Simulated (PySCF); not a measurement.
Stepwise substitution at one centre (B OH-SH). Gas-phase values, no solvent. One relaxed conformer stands for each flexible species; it need not be the lowest. Strings in code marks are SMILES.

The four lowest singlet excitations (Tamm–Dancoff). All values below come from PBE-D3(BJ)/def2-TZVP run with PySCF. Excitations are Tamm–Dancoff values on a coarser integration grid. The basis has no diffuse functions, so Rydberg states are missing or too high.

```csv
state,energy (eV),wavelength (nm),oscillator strength
S1,4.78,260,0.000
S2,4.91,253,0.000
S3,5.62,221,0.192
S4,5.66,219,0.183
```

Problem. Say which member gives these states.
A) `OB(S)S`
B) `OB(O)O`
C) `OB(O)S`
D) `SB(S)S`

Solution. D, `SB(S)S`
